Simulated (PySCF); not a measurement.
Two species compared at the same levels of theory.

First species: TMS-CHClF, C₄H₁₀ClFSi.
SMILES: `Cl[C@H]([Si](C)(C)C)F`

Second species: Boronic acid, BH3O2.
Bonds: O1–B2, B2–O3. Hydrogens: H4 on O1; H5 on B2; H6 on O3.

Levels: B97-2/pcSseg-2 for dipole moment, HOMO energy, LUMO energy and HOMO–LUMO gap; PBE0-D3(BJ)/def2-TZVP for rotational constant A and rotational constant C. Geometries: PBE0-D3(BJ)/def2-TZVP. Each structure is a single optimised conformer of the isolated species, non-relativistic unless stated. Electronic properties by PySCF.

Dipoles, sizes and rotational constants follow the conformer. The torsions of the flexible species, by atom-mapped SMILES:
- `[CH3:1][Si:2]([CH3:3])([CH3:4])[C@H:5]([F:6])[Cl:7]`: C1–Si2–C5–F6 62°
- `[OH:1][BH:2][OH:3]`: H–O1–B2–O3 0°, H–O3–B2–O1 0°

Values for the first species:

* Dipole moment: 2.56 D
* HOMO energy: -7.66 eV
* LUMO energy: 0.25 eV
* HOMO–LUMO gap: 7.91 eV
* Rotational constant A: 2.153 GHz
* Rotational constant C: 1.079 GHz

Problem. Estimate the same properties for the second species, and the change in each.

Solution. 
```
             property      first      second  second less first
        dipole moment     2.56 D      2.80 D            +0.24 D
          HOMO energy   -7.66 eV    -9.31 eV           -1.65 eV
          LUMO energy    0.25 eV    -0.02 eV           -0.27 eV
        HOMO–LUMO gap    7.91 eV     9.29 eV           +1.38 eV
rotational constant A  2.153 GHz  59.493 GHz        +57.340 GHz
rotational constant C  1.079 GHz   8.704 GHz         +7.625 GHz
```

On the first: In atomic units the dipole is 1.01 e·bohr (1 au = 2.5417 D). Geometry: PBE0-D3(BJ)/def2-TZVP; no solvent, vibrations or thermal averaging.

On the second: In atomic units the dipole is 1.10 e·bohr (1 au = 2.5417 D). A dipole of 2.80 D is allowed in C2v, and pure rotational transitions are dipole-allowed. The structure is a single PBE0-D3(BJ)/def2-TZVP conformer in the gas phase; no vibrational or solvent corrections.
